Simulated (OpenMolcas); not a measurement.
Ba+: effect of the IPEA shift

```json
{"Program": "OpenMolcas", "Basis": "ANO-RCC-VTZP [8s7p4d2f1g]", "Scalar Hamiltonian": "DKH2, point nucleus", "Active space": "1 electron in 4 orbitals (6s 6p)", "State averaging": "2S+1 = 2 even, 1 root; 2S+1 = 2 odd, 3 roots", "Spin-orbit coupling": "state interaction with AMFI integrals over the reference wave functions, term energies averaged over their components"}
```

Methods on the same reference wave functions:
A. CASSCF
B. SS-CASPT2, IPEA 0 Eh, imaginary shift 0.1 Eh (closed shells correlated: 5s 5p)
C. SS-CASPT2, IPEA 0.25 Eh, imaginary shift 0.1 Eh (closed shells correlated: 5s 5p)

Energies in cm-1 above 6s 2S 1/2, the measured ground level; measured values from NIST Handbook of Basic Atomic Spectroscopic Data.

```
     Level      A      B      C  Measured
 6s 2S 1/2    0.0    0.0    0.0       0.0
6p 2P* 1/2  18327  20060  19951     20262
6p 2P* 3/2  19364  21096  20987     21952
```

Deviations, from unrounded energies. A percentage is the sum of absolute deviations over the sum of measured energies, with the sign that they share, or ± where signs differ.

```json
{"Against measurement": "mean absolute deviation (cm-1)", "Levels": "2", "A": "2300", "B": "530", "C": "640"}
{"Against measurement": "other configurations (%)", "Levels": "2", "A": "-10.7", "B": "-2.5", "C": "-3.0"}
```

B lies closest to measurement on these levels and A furthest from it. The largest miss of B in the table is 6p 2P* 3/2, by -860 cm-1. The ranking rests on the paired levels alone, and a cruder setting can come out closer through cancelling errors.

Between B and C the level of the table that moves most is 6p 2P* 1/2, by 110 cm-1 (lowest in C, highest in B).

The lowest spin-free term lies below A's lowest term by 0.171 hartree in B, 0.170 hartree in C.

ANO sets are built for ground and valence states and can reach diffuse excited orbitals poorly. With one active electron the reference holds no correlation, so core polarisation is missing (holds for A). With one active electron, CASPT2 adds the correlation within the correlated inactive shells and between them and that electron, and leaves the splitting within a term as the reference gives it (holds for B; C). Measured partners are found by configuration, term and J. A level has none where our copy of the source lacks it or the pairing is in doubt (some pairs that miss far off the trend of their configuration count as doubtful), and it then counts in no deviation. Levels of configurations outside the active space are missing.

* marks odd parity.
